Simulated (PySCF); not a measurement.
This PySCF input asks for the NMR shieldings of `[CH2]1[Al]([C](=C(F)F)F)[CH2]CC1`, C6H8AlF3; the geometry comes from GFN2-xTB.

```python
import basis_set_exchange as bse
import numpy as np
from pyscf import gto, dft
from pyscf.prop import nmr

atoms = """
F     2.346699   -0.315692    1.082567
C     3.101339    0.482929    0.242138
F     4.362394    0.448438    0.628233
C     2.405701    1.075384   -0.718895
F     3.045895    1.875691   -1.591935
Al    0.623513    0.269077   -0.150076
C    -0.289528   -1.345116   -0.850874
C    -1.568502   -1.171992   -0.001263
C    -1.958637    0.308636    0.119920
C    -0.862418    1.114061    0.851125
H     0.118161   -2.349959   -0.708027
H    -0.555384   -1.281448   -1.913436
H    -1.386399   -1.557493    1.005420
H    -2.402876   -1.736315   -0.426375
H    -2.090567    0.712229   -0.888144
H    -2.918817    0.391184    0.636224
H    -1.056846    2.185312    0.746464
H    -0.922485    0.901392    1.925278
"""
names = dict.fromkeys(["F", "C", "Al", "H"], "pcSseg-1")
basis = {el: gto.basis.parse(bse.get_basis(n, elements=[el], fmt="nwchem")) for el, n in names.items()}
mol = gto.M(atom=atoms, basis=basis, charge=0, verbose=0)
mf = dft.RKS(mol, xc="PBE0")
mf.grids.level = 2
mf.grids.alignment = dft.numint.BLKSIZE   # the property module wants whole blocks of grid points
mf.conv_tol = 1e-9
mf.kernel()

calc = nmr.RKS(mf)   # GIAO
C = mf.mo_coeff
Co = C[:, mf.mo_occ > 0]
resp = mf.gen_response(singlet=True, hermi=2)
def vind(x):   # induced exchange potential for any number of trial vectors
    d = np.einsum("pi,xij,qj->xpq", C, 2 * x.reshape(-1, C.shape[1], Co.shape[1]), Co, optimize=True)
    return np.einsum("xpq,pi,qj->xij", resp(d - d.transpose(0, 2, 1)), C, Co, optimize=True).ravel()
mo1, _ = nmr.rhf.solve_mo1(calc, with_cphf=vind)
sigma = calc.kernel(mo1)
for i, s in enumerate(sigma):   # ppm
    print("%2d %-2s %9.2f" % (i, mol.atom_pure_symbol(i), np.trace(s) / 3))
```

Problem. What are the results?

Solution. 
```
 0 F     330.62
 1 C      16.07
 2 F     243.09
 3 C      40.31
 4 F     379.98
 5 Al    351.79
 6 C     177.57
 7 C     155.01
 8 C     154.94
 9 C     177.48
10 H      30.89
11 H      31.30
12 H      30.78
13 H      29.29
14 H      30.91
15 H      29.21
16 H      30.83
17 H      31.22
```

These numbers come from an equivalent density-fitted implementation of the same equations, which agrees with the script to about 0.01 ppm for H and up to a few tenths of a ppm for heavy atoms, so last digits may differ.

Size and cost of the density-fitted run: 217 basis functions, 100 s wall time on 1 thread of an Intel Xeon, shared host; peak memory 0.96 GiB.
